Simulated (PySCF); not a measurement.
Two-dimensional NMR puzzle

Compound of formula C₅H₉BO₃. Correlations simulated from computed shifts and the bond graph:

HSQC (one-bond C–H):
```tsv
δH	δC
7.76	186.4
6.11	103.4
3.78	74.4
3.40	58.9
```

COSY cross peaks (H two or three bonds apart, from the bond graph; peaks can be absent where the dihedral angle is near 90°):
```tsv
δH	δH
7.76	6.11
```

HMBC (two and three bonds, from the bond graph):
```tsv
δH	δC
7.76	198.3, 103.4
6.11	198.3, 186.4, 74.4
3.78	198.3, 103.4, 58.9
3.73	198.3, 186.4
3.40	74.4
```

Carbons without hydrogens: δ 198.3.

- σ from GIAO-PBE0/pcSseg-1
- PBE0-D3(BJ)/def2-SVP geometry
- code: PySCF 2.14.0 with density-fitted response routines
- relativity neglected, averaged over atoms made equivalent by symmetry, fast rotation or ring inversion, no solvent model, one computed conformer

Chemical shifts δ = σref − σ; TMS for 1H (σref 31.27), 13C (σref 184.41), all at this level.

Exchangeable hydrogens are left out of these lists.

Which molecule is this?

Answers

SMILES COCC1=[O+][BH2-]OC=C1.

Numbering as in the mapped SMILES `[CH3:1][O:2][CH2:3][C:4]1=[O+:5][BH2-:6][O:7][CH:8]=[CH:9]1` (H(Xn): hydrogen on atom n).

- δC 198.3 is C4, a ketone carbonyl carbon.
- δC 186.4 is C8, an alkene carbon bearing oxygen (δH 7.76).
- δC 103.4 is C9, a β carbon of an enol-ether or enamine type C=C (δH 6.11).
- δC 74.4 is C3, an sp3 CH2 bonded to O, α to a carbonyl (δH 3.78).
- δC 58.9 is C1, a methyl carbon bonded to O (δH 3.40).
- HMBC from δH 7.76 reaches the proton-free carbon C4.
- HMBC from δH 6.11 reaches the proton-free carbon C4.
- HMBC from δH 3.78 reaches the proton-free carbon C4.
- HMBC from δH 3.73 reaches the proton-free carbon C4.
- COSY links 7.76–6.11.

The shifts were computed for this structure.

Hydrogens on boron are broadened and split by 11B (spin 3/2, 80 %) and 10B (spin 3). Shifts are as computed. Against solution values, carbons near 30 ppm lie about +2 ppm off and those near 130 ppm about +5 ppm. Of 1309 compounds with measured shifts, 239 miss one by over three times the rms of a fit or turn the order of signals round; such compounds aren't used in these exercises.
